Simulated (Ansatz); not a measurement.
Geometry optimisation, Ansatz 0.2.0, UKS B3LYP-D4/cc-pVDZ.

The input (input.yaml):

```yaml
crystal:
  periodic: [false, false, false]
  atoms:
    - { symbol: B, position_ang: [0.031815, 0.042203, -0.12415] }
    - { symbol: H, position_ang: [0.087798, 0.168077, 1.062472] }
    - { symbol: F, position_ang: [1.13385, -0.006085, -0.863942] }
    - { symbol: F, position_ang: [-1.135738, -0.060151, -0.752794] }
    - { symbol: O, position_ang: [-0.0087, -0.091764, 3.256471] }
    - { symbol: H, position_ang: [-0.623425, -0.853381, 3.379044] }
magnetization:
  spin_polarized: true
  initial_magnetization: 1
basis:
  gaussian: { orbitals: cc-pVDZ }
hamiltonian:
  xc: b3lyp
  dispersion: d4
relax:
  f_tol: 0.03
  max_steps: 50
```

Run as:

```bash
$ ansatz run input.yaml --threads 2 --pin off --max-ram 3072MiB --backend cpu --events-out ev --progress --plain --runs-dir out
```

Task: Where does it end, and by what steps?

Result: The run converged. After 35 steps the energy has fallen by 1.743 eV; H2 moved furthest, 2.20 Å. Parted: B1–H2 (1.19 → 3.01 Å). Joined: B1–O5 (3.38 → 1.35 Å).

```tsv
step	energy less start (eV)	largest force component (eV/Å)	accepted
0	0.0000	0.206	yes
2	-0.0025	0.161	yes
4	0.0021	0.486	no
6	-0.0082	0.078	yes
8	-0.0134	0.562	yes
10	-0.0371	0.061	yes
12	0.0071	1.646	no
14	-0.1112	0.420	yes
16	-0.2483	0.492	yes
18	-0.6036	1.496	yes
20	-1.3213	1.365	yes
22	-1.4662	0.868	yes
24	-1.6085	1.426	yes
26	-1.6689	0.383	yes
28	-1.7200	0.204	yes
30	-1.7383	0.330	yes
32	-1.7417	0.097	yes
34	-1.7426	0.121	yes
35	-1.7429	0.011	yes
```

```xyz
6
Properties=species:S:1:pos:R:3
B 0.017 -0.599 0.609
H 0.069 2.367 1.141
F 1.090 -0.527 -0.174
F -1.191 -0.549 0.031
O 0.174 -0.727 1.942
H -0.673 -0.765 2.408
```

Whether the end is a true minimum wasn't checked by a vibrational analysis.

The run took 75 s on 2 threads of Arm Neoverse V1 (shared host), peak memory 0.16 GiB.
